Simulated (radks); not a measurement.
Ionisation of the oxygen ion O+, [He] 2s2 2p3, to [He] 2s2 2p2 as the strength of local exchange is varied. All-electron calculation, scalar-relativistic Kohn-Sham, Slater X-alpha exchange (alpha = 2/3 is LDA exchange), no correlation, spin-unpolarised, spherical densities, finite nucleus; Fermi nuclear charge, rms radius 2.6991 fm. Program: a radial shooting solver on a logarithmic mesh with Libxc functionals.

alpha  E(O+) (hartree)  exchange (hartree)  IE (eV)  -e of the level emptied (eV)  <r> of it (bohr)
0.594        -72.68442            -6.02443   30.686                   21.764 (2p)             1.137
0.667        -73.42773            -6.81754   32.124                   23.067 (2p)             1.118
0.785        -74.64142            -8.12382   34.518                   25.249 (2p)             1.088
0.902        -75.85969            -9.44857   36.975                   27.506 (2p)             1.061
0.949        -76.35324            -9.98900   37.986                   28.438 (2p)             1.050

NIST Atomic Spectra Database: 35.121 eV (measured). The Delta-SCF value meets it near alpha = 0.81. Spin polarisation and multiplet splitting are left out, so open shells lie too high by an amount that depends on their filling.

Beside tabulated values, note that spin-unpolarised runs miss the spin-polarisation part of the exchange energy of open shells.
